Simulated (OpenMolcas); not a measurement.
## Levels of C²⁺ by method

| Property | Result |
| --- | --- |
| Program | OpenMolcas 26.06 |
| Basis | ANO-RCC-VQZP [5s4p3d2f1g] |
| Scalar Hamiltonian | DKH2, point nucleus |
| Active space | 2 electrons in 9 orbitals (RAS2 2s 2p; RAS3 3d, at most 2 electrons) |
| State averaging | 2S+1 = 3 even, 3 roots; 2S+1 = 1 even, 7 roots; 2S+1 = 3 odd, 3 roots; 2S+1 = 1 odd, 3 roots |
| Spin-orbit coupling | RASSI with atomic mean-field integrals over the reference wave functions, term energies averaged over their components |

Methods on the same reference wave functions:
A. RASSCF
B. SS-RASPT2, IPEA 0.25 Eh, imaginary shift 0.1 Eh (closed shells correlated: 1s)
C. MS-RASPT2, IPEA 0.25 Eh, imaginary shift 0.1 Eh (closed shells correlated: 1s)
D. XMS-RASPT2, IPEA 0.25 Eh, imaginary shift 0.1 Eh (closed shells correlated: 1s)

Energies in eV above 2s2 1S0, the measured ground level; measured values from Moore, Selected Tables of Atomic Spectra, NSRDS-NBS 3, section 3.

```
      Level        A       B       C       D  Measured
    2s2 1S0   0.0000  0.0000  0.0000  0.0000    0.0000
2s 2p 3P* 0   6.4469   6.476   6.478   6.499    6.4927
2s 2p 3P* 1   6.4502   6.480   6.482   6.502    6.4956
2s 2p 3P* 2   6.4568   6.486   6.488   6.509    6.5026
2s 2p 1P* 1  12.9907  12.733  12.735  12.744   12.6900
    2p2 3P0  17.1394  17.030  17.032  17.047   17.0386
    2p2 3P1  17.1426  17.033  17.035  17.051   17.0422
    2p2 3P2  17.1492  17.039  17.041  17.057   17.0481
    2p2 1D2  18.3305  18.103  18.105  18.111   18.0863
    2p2 1S0  23.5955  22.717  22.722  22.723   22.6296
```

Deviations, from unrounded energies. A percentage is the sum of absolute deviations over the sum of measured energies, with the sign that they share, or ± where signs differ.

| Against measurement | Levels | A | B | C | D |
| --- | --- | --- | --- | --- | --- |
| mean absolute deviation (cm-1) | 9 | 1700 | 200 | 200 | 190 |
| other configurations (%) | 9 | ±1.6 | ±0.2 | ±0.2 | +0.2 |

B, C, D lie about equally close to measurement and A furthest from it. The largest miss of D in the table is 2p2 1S0, by +750 cm-1. The ranking rests on the paired levels alone, and a cruder setting can come out closer through cancelling errors.

Among B to D the level of the table that moves most is 2s 2p 3P* 2, by 180 cm-1 (lowest in B, highest in D). Moves below CASPT2's spread within the term are not significant.

The two smallest mean deviations differ by little beside CASPT2's spread within terms, so their order carries little weight.

The lowest spin-free term lies below A's lowest term by 0.017 hartree in B, 0.017 hartree in C, 0.018 hartree in D.

Term energies are means over components that CASPT2 splits; among the terms shown or strongly mixed into the levels shown the widest spread is 15 cm-1 (2p2 1D, D). Active for correlation alone: 3d; no level in the range computed is led by a configuration that fills it, so any true level of that kind is missing. Measured partners are found by configuration, term and J. A level has none where our copy of the source lacks it or the pairing is in doubt (some pairs that miss far off the trend of their configuration count as doubtful), and it then counts in no deviation. Levels of configurations outside the active space are missing.

* marks odd parity.
